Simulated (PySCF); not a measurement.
Cartesian coordinates (Å):
```xyz
7

Ta    -0.0946     0.0066    -0.0107
F      0.4932     1.4012     1.1280
F     -1.8282     0.3039     0.6228
F      1.0512    -1.1444     0.9155
F      0.5510     1.0006    -1.4566
O     -0.6764    -1.3825    -1.1427
H     -0.9667    -2.0943    -1.7174
```
Charge 0, spin multiplicity 1.

Task: What is the computed dipole moment, HOMO–LUMO gap, LUMO, charge on the central atom (Mulliken), HOMO and total energy (PBE-D3(BJ)/def2-TZVP // r2SCAN-D4/def2-SVP run with PySCF)?

Result: 
The dipole moment is 3.32 D and the HOMO–LUMO gap is 6.20 eV. The LUMO is -2.62 eV, the charge on the central atom (Mulliken) is 1.52 e and the HOMO comes out as -8.82 eV. The total energy comes out as -532.3708 Ha.
